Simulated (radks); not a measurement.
Problem. All-electron atom: Tm21+ in [Kr] 4d10 4f2 (the NIST ground configuration). All-electron calculation, Dirac Kohn-Sham, PBE, spin-unpolarised, spherical densities, point nucleus; open shells are shared between the two j in proportion to 2j + 1. Program: a radial shooting solver on a logarithmic mesh with Libxc functionals.

Spin-orbit splittings of the eigenvalues, e(l+1/2) - e(l-1/2), with zeta = 2 splitting/(2l+1) and mean radii in bohr:

| shell | occ. | splitting (eV) | zeta (eV) | <r> j=l-1/2 | <r> j=l+1/2 |
|---|---|---|---|---|---|
| 2p | 6 | 979.7 | 653.1 | 0.07010 | 0.07749 |
| 3p | 6 | 207.5 | 138.3 | 0.2100 | 0.2237 |
| 3d | 10 | 45.24 | 18.10 | 0.1970 | 0.2012 |
| 4p | 6 | 52.83 | 35.22 | 0.4822 | 0.5076 |
| 4d | 10 | ? | ? | 0.5131 | 0.5207 |
| 4f | 2 | 2.331 | 0.6661 | 0.5169 | 0.5202 |
| 5p | 0 | 17.08 | 11.39 | 0.9405 | 0.9766 |

Estimate the 4d splitting.

Solution. 10.50 eV (zeta = 4.202 eV).
